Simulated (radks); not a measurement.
Values are calculated unless marked as measured or tabulated.
All-electron atom: Ir4+ in [Xe] 4f14 5d5 (the NIST ground configuration). Code: a radial shooting solver on a logarithmic mesh with Libxc functionals. Model: scalar-relativistic Kohn-Sham, SCAN, spin-polarised, spherical densities, finite nucleus; open shells are filled with parallel spins first (spin-orbit coupling, left out, can overturn this in heavy ions); meta-GGA in the generalised Kohn-Sham scheme; Fermi nuclear charge, rms radius 5.4032 fm.

Normalised radial functions P(r) = r R(r), r in bohr:

r           5s up  5s down
0.001319   0.0909   0.0923
0.002015   0.1212   0.1230
0.003104   0.1562   0.1586
0.004743   0.1885   0.1913
0.007247   0.2039   0.2069
0.01107    0.1770   0.1796
0.01692    0.0761   0.0772
0.02586   -0.1065  -0.1081
0.03951   -0.2888  -0.2931
0.06038   -0.2586  -0.2624
0.09226    0.1272   0.1292
0.141      0.4542   0.4608
0.2154    -0.0145  -0.0151
0.3292    -0.6588  -0.6682
0.503      0.0225   0.0258
0.7686     1.1156   1.1314
1.175      0.9586   0.9493
1.795      0.2787   0.2684
2.743      0.0239   0.0224
4.191      0.0004   0.0003

5s up: eigenvalue -148.33 eV, 4 radial nodes at r = 0.0206, 0.0825, 0.214, 0.499 bohr, <r> = 0.979 bohr, 90 % of the charge inside 1.40 bohr. 5s down: eigenvalue -144.36 eV, 4 radial nodes at r = 0.0206, 0.0825, 0.214, 0.499 bohr, <r> = 0.970 bohr, 90 % of the charge inside 1.38 bohr.

Empty levels of this run are not shown, since the potential may be unsettled where no density lies.
